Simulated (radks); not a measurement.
Results of a calculation; reference values are marked as such.
Numerical settings for neutral krypton, [Kr]. Level of theory: Dirac Kohn-Sham, BLYP, spin-unpolarised, spherical densities, finite nucleus; Fermi nuclear charge, rms radius 4.1884 fm (a radial shooting solver on a logarithmic mesh with Libxc functionals). The defaults (mesh step 0.008 in ln r, mesh end at 40 bohr or more with all orbitals vanishing there, Anderson mixing 0.5 over 9 steps, residual threshold near 1e-9 with the energy settled to 1e-9 hartree or 1e-11 of itself, here a cap of 72 iterations) give E = -2790.9043 hartree and 4p3/2 at -8.884 eV in 16 iterations. Run on one thread of a shared host, so times are rough (Intel(R) Xeon(R) Platinum 8488C): 0.19 s of CPU time, 0.19 s wall, 16 iterations on 2381 mesh points. Changes against that run (0 stands for a change within the tolerance of the run):

| setting | iterations | converged | E (mhartree) | e(4p3/2) (meV) | CPU (s) |
|---|---|---|---|---|---|
| mesh step in ln r 0.012 | 15 | yes | 0 | 0 | 0.12 |
| mesh step in ln r 0.05 | 14 | yes | +0.0067 | 0 | 0.05 |
| mesh step in ln r 0.2 | 4 | no | diverged | - | 0.01 |
| mesh end (bohr) 400 | 16 | yes | 0 | 0 | 0.18 |
| mesh end (bohr) 20 | 16 | yes | 0 | 0 | 0.15 |
| residual threshold 1e-05 | 12 | yes | 0 | -0.0102 | 0.13 |
| residual threshold 1e-16 | 72 | no | 0 | 0 | 0.45 |
| mixing 0.2 | 18 | yes | 0 | 0 | 0.21 |
| linear mixing, mixing 0.8 | 17 | no | diverged | - | 0.25 |
| linear mixing, mixing 0.5 | 72 | no | 0 | 0 | 0.38 |
| mixing history 3 | 22 | yes | 0 | 0 | 0.21 |
| iteration cap 2 | 2 | no | +283 | -8.62e+03 | 0.03 |

No run marked as converged misses the energy by more than 1 mhartree. A mesh that ends early acts as a hard wall.
